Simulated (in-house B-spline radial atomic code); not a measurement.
RPA and G0W0 for Ba⁵⁺, [Kr] 4d10 5s2 5p3, highest spin, as one setting changes: the highest l of the empty states. Start: r2SCAN. A dash marks a level of low quasi-particle weight. Computed with an all-electron radial atomic-structure program (B-spline basis): all electrons, scalar-relativistic (spin-free one-electron X2C), finite nucleus, each spin shell either full or empty, empty states to the listed l with an (l + 1/2)⁻⁴ tail; G0W0 by contour deformation at full frequency.

Spin-orbit coupling, left out, splits p levels strongly here.

| highest l of the empty states | RPA summed (Eh) | RPA extrapolated (Eh) | G0W0 level (eV) |
| --- | --- | --- | --- |
| 4 | -3.441 | -4.0888 | 5p up -74.43 |
| 5 | -3.7348 | -4.1439 | 5p up -74.45 |
| 6 | -3.8793 | -4.1276 | 5p up -74.44 |
| 7 | ? | ? | ? |
| 8 | ? | ? | ? |
| 9 | -4.0235 | -4.0907 | 5p up -74.42 |
| 10 | -4.0391 | -4.0864 | 5p up -74.42 |
| 11 | -4.0494 | -4.0837 | 5p up -74.42 |

Question: What belongs in the row for 8?

Answer: RPA summed (Eh): -3.9987; RPA extrapolated (Eh): -4.0986; G0W0 level (eV): 5p up -74.42.

Question: What belongs in the row for 7?

Answer: RPA summed (Eh): -3.9565; RPA extrapolated (Eh): -4.1144; G0W0 level (eV): 5p up -74.43.
